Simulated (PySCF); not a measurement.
C4H6F5P.
Geometry (PBE0-D3(BJ)/def2-SVP, Å), atoms numbered from 1 in this order:
```
atom  x, y, z in Å
C1    -1.737   -0.938    0.833
P2    -0.613    0.522    0.718
C3    -1.055    1.149   -0.960
C4     0.921   -0.493    0.246
F5     1.159   -1.381    1.235
F6     0.751   -1.197   -0.897
C7     2.203    0.337    0.068
F8     2.468    1.018    1.174
F9     3.236   -0.445   -0.206
F10    2.053    1.203   -0.935
H11   -1.698   -1.570   -0.066
H12   -2.765   -0.573    0.977
H13   -1.461   -1.537    1.713
H14   -0.395    1.984   -1.234
H15   -2.086    1.532   -0.915
H16   -0.993    0.365   -1.729
```

The closed-shell ground state was solved at several levels (PySCF, density fitting, gas phase, non-relativistic).

| level | basis functions | total energy (Eh) | HOMO (eV) | LUMO (eV) | gap (eV) | dipole (D) |
| --- | --- | --- | --- | --- | --- | --- |
| KT3/pcSseg-1 | 207 | -1007.4545 | -6.29 | -0.46 | 5.83 | 2.33 |
| B3LYP/def2-SVPD | 267 | -996.0659 | -7.24 | -0.05 | 7.19 | 2.77 |

Problem. What might PBE0/pcSseg-1 (207 basis functions) give for the same quantities?

Solution. Total energy -995.7622 Eh, HOMO -7.43 eV, LUMO 0.49 eV, gap 7.92 eV, dipole 2.57 D.

Problem. Over all these levels, which gives the widest orbital gap and which the narrowest?

Solution. PBE0/pcSseg-1 (global hybrid, 25 % exact exchange) has the widest, 7.92 eV, and KT3/pcSseg-1 (GGA) the narrowest, 5.83 eV. The two share the basis. From the narrowest to the widest the HOMO moves by -1.14 eV and the LUMO by +0.95 eV.

Problem. How far do the dipole and the HOMO energy spread over the levels?

Solution. The dipole runs from 2.33 to 2.77 D (mean 2.56 D) and the HOMO from -7.43 to -6.29 eV.

One conformer stands for the species.
